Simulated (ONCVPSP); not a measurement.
Pseudopotential generation for tellurium: ONCV, PBE, fully relativistic.

ONCVPSP 4.0.1 input, shortened (lines: element, Z, core and valence counts, functional; n l f; lmax; l rc ep ncon nbas qcut; lloc lpopt rc5 dvloc0; l nproj debl; icmod fcfact rcfact), PBE, fully relativistic:

```
  Te 52.00    9    2        4      upf
    1    0    2.00
    2    0    2.00
    2    1    6.00
    3    0    2.00
    3    1    6.00
    3    2   10.00
    4    0    2.00
    4    1    6.00
    4    2   10.00
    5    0    2.00
    5    1    4.00
    2
    0    1.90    0.00    4    7    3.40
    1    2.30    0.00    3    7    3.20
    2    1.90    0.15    3    7    4.80
    2    5    1.90    0.00
    0    2    0.90
    1    2    1.30
    2    0    3.90
    0    0.00    0.00
```

Open shells are filled in proportion to 2j + 1.

Poles of the logarithmic derivatives, all-electron (AE) and pseudo (PS). s: poles at 1.5 (AE) and 1.5, 4.8 (PS) Ha. p3/2: poles at 1.1 (AE) and 1.1, 4.5 (PS) Ha. p1/2: poles at 1.0 (AE) and 1.0, 4.6 (PS) Ha. d5/2: poles at -1.4, 4.3 (AE) and 2.1 (PS) Ha. d3/2: poles at -1.4, 4.2 (AE) and 2.1 (PS) Ha. Test radii: s 1.93, p3/2 2.34, p1/2 2.34, d5/2 1.93, d3/2 1.93 bohr.

- Cutoffs needed: 16 Ha and 31 Ha (the cutoffs (Ha) at which the residual kinetic energy of the hardest occupied pseudo-wave falls to 1 and 0.1 mHa per electron)
- Ghost test: no bound ghost flagged; no localised positive-energy state flagged
- Largest excitation error: -93 meV (all-electron minus pseudo) for 5s2 5p1, out of 4 test configurations
